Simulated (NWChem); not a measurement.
System: Si₂NH₃F₄; SMILES F[SiH](F)N[SiH](F)F

NWChem input:

```
start job
memory heap 200 mb stack 900 mb global 1100 mb
geometry units angstroms noautosym
  Si    -1.465319     0.390954     0.060815
  F     -2.661566    -0.018248    -0.940138
  F     -1.623991    -0.440709     1.432606
  N     -0.005341    -0.103124    -0.705662
  Si     1.515766    -0.409354     0.030554
  F      1.524045     0.455065     1.392263
  F      2.683419     0.122401    -0.944079
  H     -1.597105     1.823252     0.384038
  H     -0.087338    -0.300000    -1.723930
  H      1.830257    -1.813637     0.355977
end
basis spherical
  * library def2-svp
end
dft
  xc pbe0
  grid fine
  iterations 150
end
driver
  maxiter 120
  tight
end
task dft optimize
task dft freq
```

The level has its own optimisation; frequencies are unscaled.

**Question.** Predict the main results of this run. (PBE0/def2-SVP.) Quantities: r F–Si (Å); r H–N (Å); highest harmonic frequency (cm⁻¹); lowest (cm⁻¹); zero-point energy (kcal/mol); dipole (D).

**Answer.** 
```yaml
r F–Si (Å): 1.611
r H–N (Å): 1.018
highest harmonic frequency (cm⁻¹): 3611
lowest (cm⁻¹): 17
zero-point energy (kcal/mol): 29.7
dipole (D): 1.84
```
